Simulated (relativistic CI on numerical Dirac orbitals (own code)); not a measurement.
Ti4+ in a cubic cluster: L2,3 absorption with charge transfer

Computed with a charge-transfer multiplet model of a cubic metal-ligand cluster with up to 2 ligand holes, Slater and spin-orbit integrals from Dirac-Coulomb-Breit ions, Slater integrals scaled by 0.8. The ground state mixes d0 with configurations of k ligand holes L, whose averages lie at kΔ + k(k − 1)U_dd/2; a core hole lowers each added d electron by U_cd. 300 K, Lorentzian 0.4 eV and Gaussian 0.3 eV FWHM.

Atomic integrals in eV (Slater integrals scaled, ζ unscaled), ground: F2dd 6.578, F4dd 4.090, zeta_d 0.013; with the core hole: F2dd 6.578, F4dd 4.090, zeta_d 0.032, zeta_core 3.741, F2cd 5.066, G1cd 3.785, G3cd 2.149. Where a configuration has fewer than two d electrons, the dd integrals are those of d2.

Cluster parameters (eV): U_dd = 3.9, U_cd = 5, 10Dq = 1.95, 10Dq(ligand) = 0.6, V(eg) = 3.5, V(t2g) = -1.49, final-state hopping factor = 0.8.

```tsv
Case	n_d	d0	d1L	d2L2	S
Δ = 1.4 eV	0.87	0.30	0.52	0.18	0.00
Δ = 3.4 eV	0.73	0.40	0.48	0.13	0.00
Δ = 4.4 eV	0.66	0.44	0.45	0.10	0.00
```

Weights, n_d and S are thermal averages at 300 K. Photon energies count from the first peak over 30 % of the highest in each spectrum, which can be another peak from case to case. The parameters are a model scan and need not match a compound or its usual spin state. Peaks in eV (height, largest 100):
- Δ = 1.4 eV: -1.1 (6), 0.0 (55), 2.7 (69), 5.4 (68), 8.0 (100), 8.8 (54)
- Δ = 3.4 eV: -1.1 (5), 0.0 (44), 2.6 (65), 3.6 (17), 5.6 (56), 8.1 (100)
- Δ = 4.4 eV: 0.0 (36), 2.7 (60), 4.2 (14), 5.5 (45), 8.1 (100)

A d0 ion has no d-d gap: its lowest excitations are ligand-to-metal charge transfer. With the core hole the configuration with one ligand hole lies at Δ + U_dd − U_cd = 0.3, 2.3, 3.3 eV from the one without, in the order of the table; where this is negative the screened configuration lies lower, though the effective hopping of about 5.9 eV (from the holes of the mixed ground state) mixes the two strongly wherever it is as large as the gap.

With at most 2 ligand holes the space is cut while the next configuration still counts, so covalency is underestimated, and a final configuration with one more ligand hole, which can lie low, is missing from the spectra.
